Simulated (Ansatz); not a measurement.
Ansatz (a quantum-chemistry and plane-wave program) input (B3LYP-D3(BJ)/def2-TZVP):

Ansatz 0.2 input:
```yaml
crystal:
  periodic: [false, false, false]
  atoms:
    - {symbol: Se, position_ang: [0.02554170, -0.01119159, 0.97920612]}
    - {symbol: Br, position_ang: [0.80545441, -1.62795802, -0.51561601]}
    - {symbol: Br, position_ang: [-0.83026635, 1.63882986, -0.43561279]}
basis:
  gaussian:
    orbitals: def2-TZVP
hamiltonian:
  xc: b3lyp
  dispersion: d3bj
phonons: {temperatures: {t_min: 298.15, t_max: 298.15, t_step: 100}}
```

Output:

```
Functional definition: B3LYP
integrals: 0.11 GiB planned
1027 factors; integrals over basis functions are off by at most 2.6e-4 eV
mean field: 0.90 GiB planned
mean field evaluation 1: about -205444.9515 eV, gradient 1.5e1 eV
mean field evaluation 2: about -205444.5911 eV, gradient 1.8e1 eV
mean field evaluation 4: about -205445.2651 eV, gradient 5.2e-1 eV
mean field evaluation 8: about -205445.3294 eV, gradient 7.7e-2 eV
mean field evaluation 16: about -205445.3294 eV, gradient 2.5e-5 eV
mean field -205445.32938992 eV, -7549.9765992336 hartree, gradient 2.4e-5 eV, S^2 0.000000; 0 other end points of the search recorded, 0 dependent functions left out
the calculation of the forces begins
reference -205445.32960683 eV, -7549.9766072051 hartree; 52, 52 occupied and 92, 92 virtual orbitals, 1027 factors
these checks for a lower state are left out or cut short: stability, starts, cluster_reference, orbital_swaps, neighbouring_geometries, increment
integrals: 0.11 GiB planned
1027 factors; integrals over basis functions are off by at most 2.6e-4 eV
mean field: 0.90 GiB planned
mean field -205445.32937139 eV, -7549.9765985526 hartree, gradient 1.4e-6 eV, S^2 0.000000; 0 other end points of the search recorded, 0 dependent functions left out
the calculation of the forces begins
reference -205445.32958832 eV, -7549.9766065249 hartree; 52, 52 occupied and 92, 92 virtual orbitals, 1027 factors
these checks for a lower state are left out or cut short: stability, starts, cluster_reference, orbital_swaps, neighbouring_geometries, increment
integrals: 0.11 GiB planned
1027 factors; integrals over basis functions are off by at most 2.6e-4 eV
mean field: 0.90 GiB planned
mean field -205445.32935556 eV, -7549.9765979709 hartree, gradient 2.9e-6 eV, S^2 0.000000; 0 other end points of the search recorded, 0 dependent functions left out
the calculation of the forces begins
reference -205445.32957245 eV, -7549.9766059417 hartree; 52, 52 occupied and 92, 92 virtual orbitals, 1027 factors
these checks for a lower state are left out or cut short: stability, starts, cluster_reference, orbital_swaps, neighbouring_geometries, increment
integrals: 0.11 GiB planned
1027 factors; integrals over basis functions are off by at most 2.6e-4 eV
mean field: 0.90 GiB planned
mean field evaluation 32: about -205445.2646 eV, gradient 3.8e-1 eV
mean field -205445.32945995 eV, -7549.9766018074 hartree, gradient 2.3e-6 eV, S^2 0.000000; 0 other end points of the search recorded, 0 dependent functions left out
the calculation of the forces begins
reference -205445.32967689 eV, -7549.9766097799 hartree; 52, 52 occupied and 92, 92 virtual orbitals, 1027 factors
these checks for a lower state are left out or cut short: stability, starts, cluster_reference, orbital_swaps, neighbouring_geometries, increment
integrals: 0.11 GiB planned
1027 factors; integrals over basis functions are off by at most 2.6e-4 eV
mean field: 0.90 GiB planned
mean field -205445.32927147 eV, -7549.9765948806 hartree, gradient 2.3e-6 eV, S^2 0.000000; 0 other end points of the search recorded, 0 dependent functions left out
the calculation of the forces begins
reference -205445.32948836 eV, -7549.9766028513 hartree; 52, 52 occupied and 92, 92 virtual orbitals, 1027 factors
these checks for a lower state are left out or cut short: stability, starts, cluster_reference, orbital_swaps, neighbouring_geometries, increment
integrals: 0.11 GiB planned
1027 factors; integrals over basis functions are off by at most 2.6e-4 eV
mean field: 0.90 GiB planned
mean field -205445.32937525 eV, -7549.9765986948 hartree, gradient 1.7e-6 eV, S^2 0.000000; 0 other end points of the search recorded, 0 dependent functions left out
the calculation of the forces begins
reference -205445.32959216 eV, -7549.9766066658 hartree; 52, 52 occupied and 92, 92 virtual orbitals, 1027 factors
these checks for a lower state are left out or cut short: stability, starts, cluster_reference, orbital_swaps, neighbouring_geometries, increment
integrals: 0.11 GiB planned
1027 factors; integrals over basis functions are off by at most 2.6e-4 eV
mean field: 0.90 GiB planned
mean field -205445.32938779 eV, -7549.9765991555 hartree, gradient 1.8e-6 eV, S^2 0.000000; 0 other end points of the search recorded, 0 dependent functions left out
the calculation of the forces begins
reference -205445.32960472 eV, -7549.9766071275 hartree; 52, 52 occupied and 92, 92 virtual orbitals, 1027 factors
Total energy: -205445.54041604 eV, -7549.9843543006 hartree
Atom 0 at     0.025542    -0.011192     0.979206 Å, force    -0.000000     0.000000    -0.000017 eV/Å
Atom 1 at     0.805454    -1.627958    -0.515616 Å, force    -0.000011     0.000023     0.000009 eV/Å
Atom 2 at    -0.830266     1.638830    -0.435613 Å, force     0.000012    -0.000023     0.000008 eV/Å
Dipole moment:     0.003756    -0.001646     0.144015 e Å
Vibrations: 100.85 285.69 292.13 cm⁻¹, zero-point energy 0.042072 eV
```
